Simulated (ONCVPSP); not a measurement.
## Which change was made? (Sn, ONCV)

* Element: tin
* Generator: ONCVPSP 4.0.1
* Type: optimised norm-conserving Vanderbilt (ONCV)
* Functional: LDA (Perdew-Wang 92)
* Relativity: scalar-relativistic
* Frozen core: [Ar] 3d10
* Valence charge: 22
* Reference configuration: 4s2 4p6 4d10 5s1 (charge +3)
* Partial waves: 4s+5s: rc 1.40 bohr, ncon 4, nbas 9, qcut 6.7 1/bohr, 3 projectors, debl 3.2 Ha; 4p: rc 1.25 bohr, ncon 4, nbas 8, qcut 13.3 1/bohr, 1 projector; 4d: rc 1.30 bohr, ncon 5, nbas 10, qcut 12.1 1/bohr, 2 projectors, debl 3.4 Ha
* Local potential: polynomial inside 0.80 bohr (lpopt 5, dvloc0 1 Ha)
* Core correction: Teter function fitted to the true core (icmod 2), fcfact 0.3

Cutoffs, loose and tight: the cutoffs (Ha) at which the residual kinetic energy of the hardest occupied pseudo-wave falls to 1 and 0.1 mHa per electron. They do not see the model core or the augmentation charge, which bear on the density cutoff. Test errors are all-electron minus pseudo excitation energies from the reference, over the configurations 4s2 4p6 4d10 5s2 5p2; 4s2 4p6 4d10 5s2 5p1; 4s2 4p6 4d10 5s2; 4s2 4p6 4d10 5s0; variants that change the core or the reference have their own tests.

The base gives: outcome: generated; cutoff, loose: 51 Ha; cutoff, tight: 73 Ha; bound ghosts: none; GHOST(+) flags above zero: s; largest test error (meV): +348.

Task: After one change the result is: outcome: generated; cutoff, loose: 46 Ha; cutoff, tight: 73 Ha; bound ghosts: none; GHOST(+) flags above zero: s; largest test error (meV): +563. Which change was it?
A. p: qcut 17.3
B. p: qcut 7.8
C. p: qcut 19.7

Result: B. The others give: p: qcut 19.7 → outcome: generated; cutoff, loose: 104 Ha; cutoff, tight: 118 Ha; bound ghosts: none; GHOST(+) flags above zero: s; largest test error (meV): +691 | p: qcut 17.3 → outcome: generated; cutoff, loose: 69 Ha; cutoff, tight: 82 Ha; bound ghosts: none; GHOST(+) flags above zero: s; largest test error (meV): +219.
